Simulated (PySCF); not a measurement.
PySCF job for Cd(Cl)(Et) (C₂H₅CdCl), SMILES C[CH2][Cd][Cl], PBE-D3(BJ)/def2-SVP. Coordinates come from a PBE-D3(BJ)/def2-SVP optimisation. The structure was generated by enumeration; whether it is a known compound was not checked. The def2 effective core potentials stand for the cores of Cd; spin–orbit coupling is left out. Other conformers were not sampled.

```python
import numpy as np
from pyscf import gto, scf, dft, df
from pyscf.hessian import thermo

mol = gto.M(
    atom='''
    Cd    0.14387233   -0.07108072    0.00000000
    Cl   -0.27845557   -2.34962493   -0.00000000
    C     0.52134284    2.02085291    0.00000000
    C    -0.73396606    2.89640253   -0.00000000
    H     1.15409910    2.21481120   -0.89054156
    H     1.15409910    2.21481121    0.89054155
    H    -1.36943953    2.72314969    0.89233934
    H    -1.36943953    2.72314968   -0.89233934
    H    -0.46570709    3.97604418   -0.00000000
    ''',
    basis='def2-SVP',
    ecp={'Cd': 'def2-svp'},
    charge=0,
    spin=0,
    max_memory=1600,
    verbose=3,
)
mf = dft.RKS(mol, xc='pbe').density_fit(auxbasis='def2-universal-jkfit')
mf.disp = 'd3bj'
mf.grids.level = 3
mf.conv_tol = 1e-11
mf.max_cycle = 100
mf.kernel()

# [left out here: the lines that compute and print the analytic Hessian (its translational invariance restored by hand, since the grid's response is missing), thermochemistry and intensities]
```

It prints:

```
converged SCF energy = -706.690360303915

WARN: DFTD3 does not support analytical Hessian, using finite difference


WARN: Mole.unit (angstrom) is changed to Bohr

Mode                                 0                   1                   2
Irrep
Freq [cm^-1]                       69.5810             90.7288            222.9831
Reduced mass [au]                   6.7185              3.2593              3.8062
Force const [Dyne/A]                0.0192              0.0158              0.1115
Char temp [K]                     100.1116            130.5385            320.8231
Normal mode                   x     y     z       x     y     z       x     y     z
       0  Cd                -0.05 -0.00  0.00   -0.00 -0.00 -0.05    0.02 -0.02 -0.00
       1  Cl                 0.09 -0.03 -0.00    0.00 -0.00  0.08   -0.02 -0.03  0.00
       2   C                 0.04 -0.02 -0.00    0.00 -0.00  0.13   -0.12  0.05  0.00
       3   C                 0.11  0.09 -0.00    0.00  0.00  0.04   -0.03  0.19 -0.00
       4   H                 0.05 -0.06  0.00    0.13  0.09  0.24   -0.10  0.03  0.01
       5   H                 0.05 -0.06 -0.00   -0.13 -0.09  0.24   -0.10  0.03 -0.01
       6   H                 0.10  0.14  0.00   -0.14 -0.11 -0.08   -0.05  0.27  0.00
       7   H                 0.10  0.14 -0.00    0.14  0.11 -0.08   -0.05  0.27 -0.00
       8   H                 0.20  0.06 -0.00    0.00  0.00  0.21    0.12  0.15 -0.00
Mode                                 3                   4                   5
Irrep
Freq [cm^-1]                      239.1148            346.9932            484.0671
Reduced mass [au]                   1.1407             16.1292              4.0807
Force const [Dyne/A]                0.0384              1.1442              0.5634
Char temp [K]                     344.0329            499.2460            696.4647
Normal mode                   x     y     z       x     y     z       x     y     z
       0  Cd                 0.00 -0.00  0.01    0.00  0.04  0.00    0.01  0.04 -0.00
       1  Cl                -0.00 -0.00 -0.01   -0.02 -0.14 -0.00   -0.01 -0.03  0.00
       2   C                -0.00  0.00 -0.09    0.05  0.07 -0.00   -0.11 -0.19  0.00
       3   C                -0.00  0.00  0.01   -0.01 -0.01 -0.00    0.02 -0.03 -0.00
       4   H                -0.06  0.01 -0.13    0.04  0.08 -0.01   -0.08 -0.23  0.01
       5   H                 0.06 -0.01 -0.13    0.04  0.08  0.01   -0.08 -0.23 -0.01
       6   H                -0.23 -0.39 -0.23    0.01 -0.06 -0.00   -0.01  0.09  0.00
       7   H                 0.23  0.39 -0.23    0.01 -0.06  0.00   -0.01  0.09 -0.00
       8   H                 0.00  0.00  0.56   -0.09  0.01 -0.00    0.23 -0.09  0.00
Mode                                 6                   7                   8
Irrep
Freq [cm^-1]                      630.9128            913.5629            938.2418
Reduced mass [au]                   1.1999              1.0951              1.1847
Force const [Dyne/A]                0.2814              0.5385              0.6145
Char temp [K]                     907.7430           1314.4137           1349.9210
Normal mode                   x     y     z       x     y     z       x     y     z
       0  Cd                 0.00 -0.00 -0.01   -0.00 -0.00  0.00   -0.00 -0.00 -0.00
       1  Cl                -0.00 -0.00  0.00    0.00  0.00 -0.00    0.00 -0.00  0.00
       2   C                -0.00  0.00  0.12   -0.00  0.00 -0.05   -0.01  0.03  0.00
       3   C                -0.00  0.00  0.01    0.00 -0.00  0.07    0.01 -0.11 -0.00
       4   H                -0.42 -0.30 -0.25   -0.11  0.48 -0.02   -0.12  0.41  0.01
       5   H                 0.42  0.30 -0.25    0.11 -0.48 -0.02   -0.12  0.41 -0.01
       6   H                -0.22  0.10 -0.13   -0.34  0.22 -0.13   -0.02  0.25  0.05
       7   H                 0.22 -0.10 -0.13    0.34 -0.22 -0.13   -0.02  0.25 -0.05
       8   H                -0.00  0.00 -0.08    0.00 -0.00 -0.25    0.53 -0.24  0.00
Mode                                 9                  10                  11
Irrep
Freq [cm^-1]                     1022.6979           1141.6197           1199.5160
Reduced mass [au]                   3.2833              1.4272              1.2853
Force const [Dyne/A]                2.0233              1.0959              1.0896
Char temp [K]                    1471.4346           1642.5365           1725.8364
Normal mode                   x     y     z       x     y     z       x     y     z
       0  Cd                -0.00  0.00  0.00    0.00 -0.00 -0.00   -0.00 -0.00  0.00
       1  Cl                 0.00 -0.00  0.00    0.00  0.00 -0.00    0.00  0.00 -0.00
       2   C                 0.16 -0.10 -0.00    0.01  0.14 -0.00   -0.00  0.00  0.08
       3   C                -0.16  0.05  0.00   -0.05 -0.07  0.00   -0.00 -0.00 -0.11
       4   H                 0.14  0.02  0.01    0.04 -0.49 -0.10   -0.33  0.39 -0.06
       5   H                 0.14  0.02 -0.01    0.04 -0.49  0.10    0.33 -0.39 -0.06
       6   H                -0.19  0.24  0.02   -0.02  0.18  0.06    0.28 -0.11  0.07
       7   H                -0.19  0.24 -0.02   -0.02  0.18 -0.06   -0.28  0.11  0.07
       8   H                 0.07 -0.01 -0.00    0.28 -0.15 -0.00    0.00 -0.00  0.20
Mode                                12                  13                  14
Irrep
Freq [cm^-1]                     1345.0156           1390.9179           1422.5990
Reduced mass [au]                   1.2072              1.1138              1.0404
Force const [Dyne/A]                1.2868              1.2695              1.2406
Char temp [K]                    1935.1780           2001.2212           2046.8032
Normal mode                   x     y     z       x     y     z       x     y     z
       0  Cd                -0.00 -0.00 -0.00    0.00  0.00  0.00   -0.00 -0.00 -0.00
       1  Cl                 0.00  0.00  0.00    0.00  0.00 -0.00    0.00  0.00  0.00
       2   C                -0.01 -0.00 -0.00    0.08 -0.02  0.00    0.00  0.02  0.00
       3   C                -0.10  0.07  0.00   -0.01  0.04 -0.00    0.03  0.04  0.00
       4   H                 0.13  0.02  0.09   -0.51 -0.03 -0.40    0.04 -0.03  0.01
       5   H                 0.13  0.02 -0.09   -0.51 -0.03  0.40    0.04 -0.03 -0.01
       6   H                 0.30 -0.36  0.18    0.05 -0.12  0.01   -0.43 -0.27 -0.38
       7   H                 0.30 -0.36 -0.18    0.05 -0.12 -0.01   -0.43 -0.27  0.38
       8   H                 0.51 -0.10 -0.00    0.09  0.01  0.00    0.38 -0.07 -0.00
Mode                                15                  16                  17
Irrep
Freq [cm^-1]                     1424.4325           2953.7884           2992.3354
Reduced mass [au]                   1.0354              1.0403              1.0597
Force const [Dyne/A]                1.2377              5.3478              5.5904
Char temp [K]                    2049.4412           4249.8439           4305.3045
Normal mode                   x     y     z       x     y     z       x     y     z
       0  Cd                 0.00  0.00  0.00    0.00  0.00 -0.00    0.00  0.00  0.00
       1  Cl                -0.00 -0.00  0.00   -0.00 -0.00  0.00   -0.00 -0.00 -0.00
       2   C                 0.00 -0.00  0.02    0.00  0.00 -0.00   -0.06 -0.02  0.00
       3   C                -0.00 -0.00  0.04    0.03 -0.05  0.00    0.01  0.00 -0.00
       4   H                -0.04  0.03 -0.01   -0.02 -0.01  0.03    0.37  0.11 -0.56
       5   H                 0.04 -0.03 -0.01   -0.02 -0.01 -0.03    0.37  0.11  0.56
       6   H                 0.04 -0.50 -0.04   -0.25 -0.08  0.36   -0.05 -0.01  0.08
       7   H                -0.04  0.50 -0.04   -0.25 -0.08 -0.36   -0.05 -0.01 -0.08
       8   H                -0.00  0.00 -0.68    0.20  0.72 -0.00   -0.01 -0.05 -0.00
Mode                                18                  19                  20
Irrep
Freq [cm^-1]                     3031.2713           3043.7537           3062.4650
Reduced mass [au]                   1.0980              1.1036              1.1042
Force const [Dyne/A]                5.9441              6.0240              6.1013
Char temp [K]                    4361.3244           4379.2839           4406.2053
Normal mode                   x     y     z       x     y     z       x     y     z
       0  Cd                -0.00  0.00  0.00    0.00 -0.00  0.00   -0.00  0.00 -0.00
       1  Cl                 0.00  0.00 -0.00    0.00  0.00  0.00   -0.00 -0.00 -0.00
       2   C                -0.01 -0.00  0.00    0.00  0.00  0.07   -0.00 -0.00 -0.05
       3   C                -0.06 -0.06 -0.00    0.00  0.00 -0.05    0.00  0.00 -0.07
       4   H                 0.06  0.02 -0.08    0.30  0.09 -0.42   -0.24 -0.07  0.33
       5   H                 0.06  0.02  0.08   -0.30 -0.09 -0.42    0.24  0.07  0.33
       6   H                 0.28  0.07 -0.42   -0.24 -0.07  0.33   -0.30 -0.09  0.42
       7   H                 0.28  0.07  0.42    0.24  0.07  0.33    0.30  0.09  0.42
       8   H                 0.15  0.58 -0.00   -0.00 -0.00 -0.01   -0.00 -0.00 -0.01
temperature 298.1500 [K]
pressure 101325.00 [Pa]
Rotational constants [GHz] 20.56197 1.30165 1.24346
Symmetry number 1
Zero-point energy (ZPE) 0.06371 [Eh]   167277.403 [J/mol]
                           tot       elec      trans        rot        vib
Entropy [J/mol/K]       344.875      0.000    173.296    111.591     59.988
Cv [J/mol/K]             81.485      0.000     12.472     12.472     56.542
Cp [J/mol/K]             89.800      0.000     20.786     12.472     56.542
Internal energy [J/mol]                      3718.434   3718.434 176517.374
Internal energy [Eh]   -706.62030  -706.69036
Enthalpy [J/mol]                             6197.391   3718.434 176517.374
Enthalpy [Eh]          -706.61935
Gibbs free energy [J/mol]                  -45470.794 -29552.483 158631.926
Gibbs free energy [Eh] -706.65852
mode   freq/cm-1   IR/(km/mol)
   1       69.58         1.645
   2       90.73         1.752
   3      222.98         3.427
   4      239.11         0.973
   5      346.99        33.055
   6      484.07        17.380
   7      630.91        21.070
   8      913.56         2.250
   9      938.24         5.235
  10     1022.70         2.577
  11     1141.62        48.751
  12     1199.52         3.146
  13     1345.02         5.761
  14     1390.92         0.478
  15     1422.60         1.705
  16     1424.43         7.877
  17     2953.79        38.909
  18     2992.34         8.110
  19     3031.27        15.970
  20     3043.75         0.227
  21     3062.47        19.724
max |gradient| / (hartree/bohr): 5.5606512334605177e-05
APT charges: [ 0.7218 -0.5656 -0.0182  0.0151 -0.0486 -0.0486 -0.0056 -0.0056 -0.0447]
```

The calculation finished and met its thresholds.
